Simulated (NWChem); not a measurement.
SiNH3F2; SMILES N[SiH](F)F

```xyz
7

Si     0.0146    -0.0114     0.3352
N      0.2430     1.5661    -0.2352
F     -1.4037    -0.5636    -0.1996
F      1.0815    -1.0840    -0.2370
H      0.0828    -0.0428     1.8084
H      0.1194     1.8278    -1.2060
H      0.7934     2.2402     0.2815
```
Atoms are numbered in this order, from 1.

All runs: NWChem. Geometry: optimised at PBE0/def2-SVP. B3LYP is NWChem's, with the RPA form of VWN correlation. Vertical excitations in the gas phase; the lowest state need not have the same character in each row.

For level CAM-B3LYP/def2-SVP, full TDDFT:

```
Property                         Result
-------------------------------  ------
lowest excitation, singlet (eV)    7.72
lowest triplet (eV)                7.03
orbital gap (eV)                  11.85
```

**Question.** Estimate the same quantities for level B3LYP/def2-SVP, full TDDFT.

**Answer.** The lowest excitation, singlet (eV) is 7.55, the lowest triplet (eV) is 6.88 and the orbital gap (eV) is 8.83.
